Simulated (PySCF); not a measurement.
## Ionisation energy of Ca by level of theory

Ca [Ar] 4s2 (1S) → Ca⁺ [Ar] 4s1 (2S), as a difference of total energies. Computed with PySCF 2.14 in aug-cc-pVDZ-X2C (6s5p3d, 36 functions), with the spin-free X2C one-electron Hamiltonian (Gaussian nucleus). Correlated levels: valence: [Ar] frozen. The calculations carry no spin-orbit coupling.

```csv
method,ionisation energy (eV),error (eV)
UHF,5.147,-0.966
PBE,6.131,+0.018
M06-L,6.146,+0.033
MP2 (valence),5.624,-0.489
SCS-MP2 (valence),5.720,-0.393
CCSD (valence),5.907,-0.206
```

Reference: 6.113 eV (measured; NIST Atomic Spectra Database, ionization energies).

Errors of the correlated levels include the incompleteness of this basis and the frozen core.

With two correlated electrons CCSD is exact in that space.
